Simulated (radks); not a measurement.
The numbers below are computed, except where a source is named.
Coherent X-ray form factor from a spherical all-electron density. Code: a radial shooting solver on a logarithmic mesh with Libxc functionals. Model: scalar-relativistic Kohn-Sham, exchange-only LDA, spin-polarised, spherical densities, finite nucleus; Fermi nuclear charge, rms radius of each element as measured or else 0.836 A^(1/3) + 0.57 fm.

sin(theta)/lambda (1/angstrom),f0 (electrons)
0.05,41.434
0.1,39.864
0.15,37.603
0.2,35.016
0.25,32.398
0.3,29.941
0.4,25.811
0.5,22.726
0.6,20.401
0.8,16.888
1,13.938
1.25,10.809
1.5,8.513
2,6.097

The species is in the configuration that NIST lists as its ground one. Which atom or ion scatters so?

Answer. The ruthenium ion Ru2+, [Kr] 4d6. Extrapolating in s^2 from the first two rows gives f0(0) = 42.0, near the electron count 42; among species with that count, the fall with angle is slower the higher Z, and the table is that of Z = 44; from so few rows the species is fixed only to a neighbour or two.
